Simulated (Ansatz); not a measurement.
A series at Hf: from `[OH][Hf]([SH])([SH])[SH]`, ligands are replaced one by one, each step taking up H₂O and setting free H₂S; n counts the steps. Ansatz, PBE0-D4/def2-TZVP geometries. Each molecule was computed in one conformer, which needn't be the lowest.

```
n                    molecule  zero-point energy, PBE0-D4/def2-TZVP (kJ/mol)
0  `[OH][Hf]([SH])([SH])[SH]`                                              ?
1  `[OH][Hf]([OH])([SH])[SH]`                                          111.4
2  `[OH][Hf]([OH])([OH])[SH]`                                          119.1
3  `[OH][Hf]([OH])([OH])[OH]`                                          126.3
```

Problem. By hand: fit a straight line y = ȳ + b (n − n̄) to the 3 given rows and predict n = 0.

Solution. n̄ = 2.000, ȳ = 118.93; Σ(n − n̄)(y − ȳ) = 14.90, Σ(n − n̄)² = 2.000, so b = 7.45 kJ/mol a step. Prediction: 118.93 + (7.45) × (-2.000) = 104.0 kJ/mol.

Problem. By hand: compare with the computed value, 101.3 kJ/mol, and give the steps along the whole series.

Solution. The line misses by -2.7 kJ/mol (computed minus predicted). Steps: 10.1, 7.7, 7.2 kJ/mol.

The steps shrink at each stage, from 10.1 to 7.2 kJ/mol, so the series is curved and an end member is harder to predict than an inner one. The miss is 10.8 % of the series' range.
